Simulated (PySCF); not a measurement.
**Spinor energies of Pm (promethium, neutral)**

Start: [Xe] 4f5 6s2; 4f5/2 filled at m_j = -3/2, -1/2, +1/2, +3/2, +5/2. Calculated with PySCF 2.14 in x2c-TZVPPall-2c (11s11p10d4f2g, 140 functions): generalised Hartree-Fock with the X2C-1e Hamiltonian and a Gaussian nucleus; one run each with spin-orbit coupling (SO) switched off, then screened by Boettger's factors.

```tsv
spinor shell	electrons	ε, spin-free (eV)	ε, screened SO (eV)	weight of nominal j (screened SO)	rms radius, screened SO (bohr)
1s1/2	2	-45407.0	-45399.8	1.000	0.0264
2s1/2	2	-7497.3	-7495.1	1.000	0.107
2p1/2	2	-6689.1	-7082.4	1.000	0.0918
2p3/2	4	-6689.1	-6518.1	1.000	0.0979
3s1/2	2	-1682.6	-1681.8	1.000	0.277
3p1/2	2	-1423.3	-1504.3	1.000	0.269
3p3/2	4	-1423.3	-1387.6	1.000	0.282
3d3/2	4	-1067.3	-1082.4	0.996	0.254
3d5/2	6	-1067.3	-1056.6	0.997	0.257
4s1/2	2	-355.33	-355.09	1.000	0.630
4p1/2	2	-267.57	-286.73	0.976	0.651
4p3/2	4	-267.57	-258.96	0.988	0.678
4d3/2	4	-140.44	-148.03	0.713	0.742
4d5/2	6	-140.44	-135.16	0.808	0.746
5s1/2	2	-51.864	-51.825	1.000	1.56
5p1/2	2	-28.322	-31.409	0.917	1.76
5p3/2	4	-28.322	-26.933	0.958	1.87
4f5/2	5	-12.732	-12.721	0.629	1.10
6s1/2	2	-4.793	-4.794	1.000	5.05
```

```
   quantity     spin-free   screened SO
E (hartree)  -10013.75092  -10019.11367
        M_J           5/2           5/2
       ⟨J²⟩        13.772        13.176
       ⟨L²⟩        30.015        29.877
       ⟨S²⟩         8.757         8.715
```

The determinant has a definite M_J but mixes levels of different J.

Each row is a mean over spinors that exchange with the open shell spreads, by up to 8.486 eV (4d3/2).

Rows whose weight is well below 1 are mixtures of j = l ± 1/2: exchange outweighs spin-orbit coupling there, and the label is only the starting occupation.

Breit and QED terms are absent; they matter most for the inner s and p1/2 levels.

Densities and radii are taken from the X2C orbitals without a picture-change correction, which distorts them close to the nucleus.

Without spin-orbit coupling the j labels of p, d and f shells carry no meaning; the spin-free column gives the mean over the occupied spinors of each nl shell, and its ⟨J²⟩ belongs to a mixture of degenerate components.
